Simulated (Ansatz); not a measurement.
One change: `C[Se][InH2]` becomes `B[Se]C`.

Ansatz, PBE0-D4/def2-TZVP geometries, multiplicity 1. 

Elements past krypton have def2 core potentials. Scalar relativity is left out up to krypton.

```json
{"property": "ideal-gas entropy at 298 K and 1 bar (rigid rotor, harmonic PBE0-D4/def2-TZVP) / J/(mol·K)", "`C[Se][InH2]`": "350"}
{"property": "size of the dipole moment (PBE/def2-TZVPP) / D", "`C[Se][InH2]`": "1.27"}
{"property": "zero-point energy (PBE0-D4/def2-TZVP) / kJ/mol", "`C[Se][InH2]`": "130.9"}
{"property": "HOMO–LUMO gap (ωB97M-V/def2-TZVPP) / eV", "`C[Se][InH2]`": "8.56"}
{"property": "HOMO–LUMO gap (B3LYP/def2-TZVPP) / eV", "`C[Se][InH2]`": "4.56"}
{"property": "HOMO energy (PBE0/def2-TZVPP) / eV", "`C[Se][InH2]`": "-6.61"}
```

Q: What does the change do to each property? (An estimate is asked.)

A: The calculation gave: 
| property | `B[Se]C` | shift |
| --- | --- | --- |
| ideal-gas entropy at 298 K and 1 bar (rigid rotor, harmonic PBE0-D4/def2-TZVP) / J/(mol·K) | 302 | -48 |
| size of the dipole moment (PBE/def2-TZVPP) / D | 1.68 | 0.41 |
| zero-point energy (PBE0-D4/def2-TZVP) / kJ/mol | 154.0 | 23.1 |
| HOMO–LUMO gap (ωB97M-V/def2-TZVPP) / eV | 10.23 | 1.67 |
| HOMO–LUMO gap (B3LYP/def2-TZVPP) / eV | 5.79 | 1.23 |
| HOMO energy (PBE0/def2-TZVPP) / eV | -7.42 | -0.81 |

With PBE0 the HOMO falls by 0.81 eV and the LUMO rises by 0.38 eV, so the gap widens by about 1.19 eV. PBE moves the HOMO by -0.81 eV and ωB97M-V by -0.84 eV. Dipoles are sizes alone; their direction can turn. Modes under 60 cm⁻¹, often nearly free rotors, make the harmonic entropy too high.

B3LYP here is the variant with VWN-RPA as its local correlation; programs differ in this.

Spin–orbit coupling is left out; it splits and shifts lone-pair levels of the heavy atoms by tenths of an eV.
